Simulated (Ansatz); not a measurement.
Abridged output of a molecular run in Ansatz:

```
Functional definition: HF
1520 factors; integrals over basis functions are off by at most 9.4e-4 eV
mean field evaluation 1: about -23190.1798 eV, gradient 3.5e1 eV
mean field evaluation 2: about -23190.4439 eV, gradient 3.5e1 eV
mean field evaluation 4: about -23194.1816 eV, gradient 4.5e0 eV
mean field evaluation 8: about -23194.2705 eV, gradient 2.7e-1 eV
mean field -23194.27099209 eV, -852.3737373179 hartree, gradient 6.5e-6 eV, S^2 0.000000; 0 other end points of the search recorded, 0 dependent functions left out
13 core orbitals not correlated: weight in the atoms' cores, before any rotation towards them, 1.000 or more for the frozen orbitals, at most 0.000 for the correlated occupied ones
reference -23194.27099209 eV, -852.3737373179 hartree; 14, 14 occupied and 234, 234 virtual orbitals, 1520 factors
second order -20.50805854 eV of doubles, -0.00000000 eV of singles
cycle   1  -21.36711226 eV  change   -8.6e-1 eV  update   1.0e-1
cycle   2  -21.91361220 eV  change   -5.5e-1 eV  update   3.1e-2
cycle   3  -22.01851977 eV  change   -1.0e-1 eV  update   1.6e-2
cycle   4  -22.00864350 eV  change    9.9e-3 eV  update   4.5e-3
cycle   5  -22.00750021 eV  change    1.1e-3 eV  update   2.2e-3
cycle   6  -22.00747723 eV  change    2.3e-5 eV  update   8.3e-4
cycle   7  -22.00730278 eV  change    1.7e-4 eV  update   3.4e-4
cycle   8  -22.00739858 eV  change   -9.6e-5 eV  update   1.5e-4
cycle   9  -22.00743410 eV  change   -3.6e-5 eV  update   5.8e-5
cycle  10  -22.00740000 eV  change    3.4e-5 eV  update   2.3e-5
perturbative correction -1.01203416 eV, -0.0371915693 hartree
Total energy: -23217.29042625 eV, -853.2196859202 hartree
```

Its atoms:

```xyz
11

C     1.501   -0.237   -0.313
C     0.206    0.376    0.155
Si   -1.738    0.271   -0.313
B    -0.694   -0.138    1.242
Cl   -0.487   -1.361    2.454
H     2.343    0.140    0.273
H     1.699   -0.014   -1.364
H     1.483   -1.322   -0.195
H     0.153    1.462    0.000
H    -2.137    1.618   -0.779
H    -2.330   -0.796   -1.161
```

Task: Which basis set was used?
A. def2-TZVPP
B. def2-QZVPP
C. def2-SVPD
D. cc-pV(D+d)Z

Result: A. It gives 261 functions.

Task: Write the keys of the input that set method, charge and spin (a neutral closed shell needs none for the last two).

Result: 
```yaml
correlation: {method: ccsd_t}
```
